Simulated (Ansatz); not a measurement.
Basis sets compared for Si₄O₈. Charge 0, multiplicity 1. Geometry PBE-D4/def2-SVP. Ansatz on 4 threads of Arm Neoverse V1 on a shared host; times are rough, and most runs start from earlier orbitals.

Cartesian coordinates in Å:
```
Si 0.5798 0.3723 2.3551
Si 1.5081 1.9311 -0.1335
Si -0.3892 -0.4275 -0.4129
Si -1.6959 -1.8725 -1.8054
O 1.3900 1.5316 1.4779
O 0.5450 0.8381 -0.9364
O -1.9816 -0.4021 -0.9907
O -0.0950 -1.8886 -1.2186
O 2.3312 3.0680 -0.7510
O 0.6055 0.1707 3.8750
O -2.5323 -2.7972 -2.6968
O -0.2655 -0.5239 1.2375
```

The structure comes from a short search, and lower isomers may exist.

Binding counts from free atoms (Si triplet, O triplet) in the same basis, without a counterpoise term.

| level | functions | energy (Eh) | HOMO (eV) | LUMO (eV) | binding per atom (eV) | wall time |
| --- | --- | --- | --- | --- | --- | --- |
| PBE-D4/def2-SVP | 184 | -1758.1882 | -7.65 | -3.84 | 5.38 | 2.9 s |
| PBE0-D4/def2-SVP | 184 | -1758.2498 | -9.34 | -3.03 | 5.09 | 4.4 s |

(1) Estimate the rows for PBE-D4/def2-TZVP (with forces), PBE0-D4/def2-TZVP.

Answers

(1) 
```json
{"level": "PBE-D4/def2-TZVP (with forces)", "functions": "396", "energy (Eh)": "-1759.4016", "HOMO (eV)": "-7.92", "LUMO (eV)": "-4.18", "binding per atom (eV)": "5.52", "wall time": "8.5 s"}
{"level": "PBE0-D4/def2-TZVP", "functions": "396", "energy (Eh)": "-1759.4632", "HOMO (eV)": "-9.54", "LUMO (eV)": "-3.32", "binding per atom (eV)": "5.25", "wall time": "19 s"}
```
